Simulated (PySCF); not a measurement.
Compound: C7H10SSi.
Z-matrix (Å and degrees, GFN2-xTB geometry), rows numbered from 1:
```
C 
C   1  1.3295
C   2  1.4474  1  125.43
C   3  1.3601  2  118.46  1   179.46
C   4  1.4304  3  129.48  2  -179.46
C   5  1.5077  4  114.93  3   179.49
C   5  1.3486  4  126.73  3    -0.35
S   7  1.7290  5  130.21  4    -0.33
Si  3  1.8656  2  118.14  1    -0.31
H   1  1.0760  2  122.04  3     0.16
H   1  1.0764  2  121.58  3  -179.71
H   2  1.0844  1  118.85  3   179.76
H   4  1.0867  3  116.81  2     0.34
H   6  1.0898  5  110.20  4   -60.87
H   6  1.0896  5  110.19  4    58.18
H   6  1.0864  5  111.32  4   178.67
H   7  1.0800  5  119.61  4   179.78
H   9  1.4650  3  114.91  2    64.93
H   9  1.4646  3  114.84  2   -65.00
```

NICS = −σ at a ghost point: NICS(0) at the centroid of the ring atoms, NICS(1) 1 Å to either side along the normal of their mean plane, zz for the tensor component along that normal. Level: GIAO PBE0/pcSseg-1 (PySCF, non-relativistic, gas phase) on the GFN2-xTB geometry, one conformer.

Ring bond lengths (Å), with Mayer bond orders in brackets: C3–C4 1.360 (1.64), C4–C5 1.430 (1.16), C5–C7 1.349 (1.69), C7–S8 1.729 (1.15), S8–Si9 2.163 (0.89), Si9–C3 1.866 (0.89).

Give the NICS values of each ring in ppm.

```json
{"ring": "C3–C4–C5–C7–S8–Si9", "type": "6-membered ring with S and Si; formal bonds 2 double, 4 single", "NICS(0)": "-0.4", "NICS(1), two faces": "-1.8 / -1.8", "NICS(1)zz, two faces": "2.1 / 2.2", "rms pucker (Å)": "0.00", "centre to ring atoms, mean (Å)": "1.63"}
```

What do they say, and how far can they be read as aromaticity?

- C3–C4–C5–C7–S8–Si9: mean NICS(1)zz 2.2 ppm, near zero. Si9 has four or more neighbours; no verdict on aromaticity is drawn.

At the first NICS(1) probe listed for ring C3–C4–C5–C7–S8–Si9, 1 Å off the ring, what do the in-plane components average?

The isotropic value is a third of the trace: (3 × -1.8 − (2.1))/2 = -3.8 ppm.

What are the shieldings of the ring atoms and their hydrogens in the same run (means over atoms taken as equivalent)?

```json
{"atoms": "C3", "environment": "fully substituted alkene carbon", "σ isotropic (ppm)": "62.3"}
{"atoms": "C4", "environment": "alkene CH carbon", "σ isotropic (ppm)": "34.1"}
{"atoms": "C5", "environment": "fully substituted alkene carbon", "σ isotropic (ppm)": "56.5"}
{"atoms": "C7", "environment": "alkene CH carbon", "σ isotropic (ppm)": "54.7"}
{"atoms": "S8", "environment": "sulfur bonded to C and Si", "σ isotropic (ppm)": "590.7"}
{"atoms": "Si9", "environment": "SiH2 silicon", "σ isotropic (ppm)": "402.5"}
{"atoms": "H13", "environment": "vinylic hydrogen", "σ isotropic (ppm)": "24.84"}
{"atoms": "H17", "environment": "vinylic hydrogen", "σ isotropic (ppm)": "25.29"}
{"atoms": "H18 (×2)", "environment": "Si–H hydrogen", "σ isotropic (ppm)": "26.03"}
```
